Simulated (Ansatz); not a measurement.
A CCSD(T) single point on `CCCCCCCCCCCCCl`.

```yaml
crystal:
  periodic: [false, false, false]
  atoms:
    - {symbol: C, position_ang: [-4.253109, 1.199858, -0.609341]}
    - {symbol: C, position_ang: [-3.719744, 0.824747, 0.763446]}
    - {symbol: C, position_ang: [-2.937491, 1.940170, 1.448619]}
    - {symbol: C, position_ang: [-1.711568, 2.435282, 0.690776]}
    - {symbol: C, position_ang: [-0.664583, 1.365440, 0.425778]}
    - {symbol: C, position_ang: [0.587885, 1.919114, -0.236061]}
    - {symbol: C, position_ang: [1.615621, 0.861908, -0.615518]}
    - {symbol: C, position_ang: [2.230008, 0.138985, 0.573737]}
    - {symbol: C, position_ang: [3.347401, -0.828601, 0.201024]}
    - {symbol: C, position_ang: [2.946060, -1.953546, -0.745539]}
    - {symbol: C, position_ang: [1.830673, -2.834002, -0.208741]}
    - {symbol: C, position_ang: [1.477027, -3.994491, -1.108305]}
    - {symbol: Cl, position_ang: [2.813466, -5.176912, -1.251839]}
    - {symbol: H, position_ang: [-3.445736, 1.397573, -1.318877]}
    - {symbol: H, position_ang: [-4.866625, 0.398833, -1.028110]}
    - {symbol: H, position_ang: [-4.872513, 2.100324, -0.558126]}
    - {symbol: H, position_ang: [-4.556655, 0.541706, 1.410260]}
    - {symbol: H, position_ang: [-3.093480, -0.070021, 0.680590]}
    - {symbol: H, position_ang: [-2.624387, 1.593925, 2.440622]}
    - {symbol: H, position_ang: [-3.611069, 2.787826, 1.621509]}
    - {symbol: H, position_ang: [-2.016285, 2.884841, -0.261363]}
    - {symbol: H, position_ang: [-1.250145, 3.246528, 1.265644]}
    - {symbol: H, position_ang: [-1.085131, 0.580911, -0.215269]}
    - {symbol: H, position_ang: [-0.406237, 0.877471, 1.372763]}
    - {symbol: H, position_ang: [1.053221, 2.656582, 0.430139]}
    - {symbol: H, position_ang: [0.293553, 2.469969, -1.137044]}
    - {symbol: H, position_ang: [2.419285, 1.332252, -1.194651]}
    - {symbol: H, position_ang: [1.143200, 0.137544, -1.289982]}
    - {symbol: H, position_ang: [2.630866, 0.884714, 1.270377]}
    - {symbol: H, position_ang: [1.451516, -0.394554, 1.128599]}
    - {symbol: H, position_ang: [3.755919, -1.268933, 1.117881]}
    - {symbol: H, position_ang: [4.168353, -0.264634, -0.256141]}
    - {symbol: H, position_ang: [3.822500, -2.576312, -0.945747]}
    - {symbol: H, position_ang: [2.641441, -1.539652, -1.713710]}
    - {symbol: H, position_ang: [2.094901, -3.214985, 0.783623]}
    - {symbol: H, position_ang: [0.913597, -2.245816, -0.082205]}
    - {symbol: H, position_ang: [1.254912, -3.661665, -2.122982]}
    - {symbol: H, position_ang: [0.623354, -4.552386, -0.725847]}
basis:
  gaussian: {orbitals: def2-SVP}
correlation: {method: ccsd_t}
```

```sh
$ ansatz run in.yaml --threads 11 --pin off --events-out ev --progress --plain --max-ram 174080MiB --backend cuda --devices 0, --max-vram 75GiB
```

Log, shortened:

```
Functional definition: HF
3205 factors; integrals over basis functions are off by at most 1.4e-3 eV
mean field evaluation 1: about -25244.6975 eV, gradient 5.0e1 eV
mean field evaluation 2: about -25244.7129 eV, gradient 5.0e1 eV
mean field evaluation 4: about -25252.2741 eV, gradient 5.8e0 eV
mean field evaluation 8: about -25252.3791 eV, gradient 1.1e-4 eV
mean field -25252.37908170 eV, -928.0078145751 hartree, gradient 1.1e-6 eV, S^2 0.000000; 0 other end points of the search recorded, 0 dependent functions left out
17 core orbitals not correlated: weight in the atoms' cores, before any rotation towards them, 1.000 or more for the frozen orbitals, at most 0.000 for the correlated occupied ones
reference -25252.37908170 eV, -928.0078145751 hartree; 40, 40 occupied and 254, 254 virtual orbitals, 3205 factors
second order -50.73354779 eV of doubles, -0.00000000 eV of singles
cycle   1  -53.74855929 eV  change    -3.0e0 eV  update   1.3e-1
cycle   2  -55.08360720 eV  change    -1.3e0 eV  update   3.9e-2
cycle   3  -55.25676418 eV  change   -1.7e-1 eV  update   1.3e-2
cycle   4  -55.26191672 eV  change   -5.2e-3 eV  update   3.3e-3
cycle   5  -55.26435936 eV  change   -2.4e-3 eV  update   9.0e-4
cycle   6  -55.26462377 eV  change   -2.6e-4 eV  update   2.4e-4
cycle   7  -55.26462040 eV  change    3.4e-6 eV  update   6.6e-5
perturbative correction -1.68054606 eV, -0.0617589285 hartree
Total energy: -25309.32424815 eV, -930.1005108434 hartree
```

Run time 14 s (11 threads of an AMD EPYC 7R13 on a shared host and a whole NVIDIA H100 80 GB); peak host memory 2.4 GiB.

MP2 recovers 89.1 % of the CCSD(T) correlation energy and the triples give 3.0 %; T1 = 0.0071.
